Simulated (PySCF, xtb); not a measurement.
C2H12OSi3, SMILES CO[Si@@H]([SiH3])C[SiH3]. The values are those of a single conformer.

Harmonic wavenumbers (cm⁻¹) from xtb with GFN2-xTB at its own minimum, in rising order: 33, 43, 75, 87, 99, 104, 124, 173, 217, 270, 438, 451, 472, 494, 524, 622, 676, 701, 736, 748, 783, 793, 794, 806, 809, 818, 824, 1012, 1121, 1128, 1132, 1147, 1415, 1459, 1486, 1491, 2091, 2208, 2218, 2225, 2231, 2253, 2255, 2946, 2947, 2958, 2960, 2990.

Task: What does PBE-D3(BJ)/def2-SVP in PySCF 2.14.0 give at its own minimum? (Estimate from the structure and the level; the computed values follow.)

Result: 40, 65, 79, 90, 104, 118, 142, 174, 224, 270, 400, 454, 494, 508, 540, 662, 697, 725, 743, 770, 824, 845, 897, 901, 903, 912, 918, 981, 1017, 1106, 1132, 1163, 1327, 1418, 1423, 1424, 2107, 2147, 2158, 2160, 2165, 2166, 2170, 2908, 2975, 2980, 3036, 3047. Paired by order, the mean absolute difference is 41 cm⁻¹ and the zero-point energies are 77.8 and 77.9 kcal/mol.
